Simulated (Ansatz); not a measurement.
Ansatz (a program for electronic structure) input file for IrO₂, SMILES [O]=[Ir]=[O] (connectivity only; charge and spin as stated), neutral, multiplicity 4, PBE/def2-TZVPD. Geometry optimised at B3LYP-D3(BJ)/def2-TZVP. The spin state was assumed, not searched. The def2 effective core potentials stand for the cores of Ir; spin–orbit coupling is left out.

Ansatz 0.2 input:
```yaml
crystal:
  periodic: [false, false, false]
  atoms:
    - {symbol: Ir, position_ang: [0.00000000, 0.00000000, 0.15326733]}
    - {symbol: O, position_ang: [0.00000000, 1.48364697, -0.73759903]}
    - {symbol: O, position_ang: [0.00000000, -1.48364698, -0.73759902]}
basis:
  gaussian:
    orbitals: def2-TZVPD
hamiltonian:
  xc: {name: PBE}
magnetization: {spin_polarized: true, initial_magnetization: 3}
```

Log of the run:

```
WARN ansatz: RAYON_NUM_THREADS=1 ignored (pool sized by the plan → 1); use --threads N
Functional definition: PBE
integrals: 0.04 GiB planned
748 factors; their error is unknown
mean field: 0.41 GiB planned
mean field evaluation 1: about -6912.5429 eV, gradient 7.2e1 eV
mean field evaluation 2: about -6614.8574 eV, gradient 2.3e2 eV
mean field evaluation 4: about -6930.3894 eV, gradient 1.1e1 eV
mean field evaluation 8: about -6930.7914 eV, gradient 1.6e-1 eV
mean field evaluation 16: about -6930.7887 eV, gradient 2.0e-4 eV
mean field evaluation 32: about -6929.8923 eV, gradient 7.4e0 eV
mean field evaluation 64: about -6928.4985 eV, gradient 6.5e-1 eV
mean field -6930.78868734 eV, -254.7017864024 hartree, gradient 1.4e-5 eV, S^2 3.758322; 11 other end points of the search recorded, 0 dependent functions left out
reference -6930.78873601 eV, -254.7017881912 hartree; 18, 15 occupied and 105, 108 virtual orbitals, 748 factors
Total energy: -6930.78873601 eV, -254.7017881912 hartree
```

Self-consistency was reached.
